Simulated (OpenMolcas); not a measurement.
## Rh2+: moving or changing the point charges

Rh2+ among 6 point charges of -1.5 e arranged as an octahedron (Oh), 1.79 Å from the ion.
```
   1.7900    0.0000    0.0000  -1.50
   0.0000    1.7900    0.0000  -1.50
  -1.7900    0.0000    0.0000  -1.50
   0.0000   -1.7900    0.0000  -1.50
   0.0000    0.0000    1.7900  -1.50
   0.0000    0.0000   -1.7900  -1.50
```

```
Program             : OpenMolcas 26.06
Method              : CASSCF
Basis               : ANO-RCC-VDZP [6s5p3d1f]
Scalar Hamiltonian  : DKH2, point nucleus
Active space        : 7 electrons in 5 orbitals (4d)
State averaging     : 2S+1 = 4 even, 10 roots; 2S+1 = 2 even, 40 roots
Spin-orbit coupling : state interaction with AMFI integrals over the reference wave functions
```

Runs around this geometry, states (labels of O, the rotations of Oh). Energies in cm-1 above the lowest state or level, χT in cm3 K/mol; under a threefold ground state the first gap can be a small split of the lowest multiplet, not the spin-orbit step; 10Dq and B are least-squares fits to the states below 45000 cm-1, weighted by degeneracy, with a free offset, and given where the rms deviation is under 5 % of |10Dq| (or 100 cm-1) and under 700 cm-1.

```csv
R (Å),q (e),Ground state,First state of that spin,10Dq,B (rms of fit),First gap with spin-orbit (degeneracies),χT at 300 K,First state of another spin
1.79,-0.75,4T1,4T2 6194,6820,881 (160),"717.0 (2, 4)",3.505,2E 10389
1.79,-1.5,4T1,4T2 13013,13712,868 (412),"653.2 (2, 4)",3.202,2E 4461
1.89,-1.5,4T1,4T2 10268,10946,877 (315),"710.3 (2, 4)",3.271,2E 6928
```

Taking |10Dq| as R^-n, n = -ln(10946 / 13712) / ln(1.89 / 1.79) = 4.1 between the shortest and longest distance. The point-charge formula for a cubic d site gives n = 5.

Scaling the charges by -0.75 / -1.5 = 0.50 scales |10Dq| by 6820 / 13712 = 0.50; with fixed orbitals a first-order splitting would follow the charge.

An orbital triplet at a regular site is open to Jahn-Teller coupling, which can distort the site and quench the lowest spin-orbit gaps and is left out. Without dynamic correlation the repulsion within the d shell is too large (B by tens of per cent), so at a given field states of lower spin stand too high. Point charges give a weaker field than real ligands, and real ions of this kind are as a rule low spin; the high spin found here belongs to the model. This shell can be high or low spin here, a state of another spin lies low, and with metal d orbitals alone active their balance is uncertain, so the ground spin may be wrong (holds for R = 1.79, q = -1.5; R = 1.89, q = -1.5). This is an electrostatic model: the charges have no orbitals. A group larger than the point group allows holds several states that coincide in this model. No measured value stands beside these numbers.
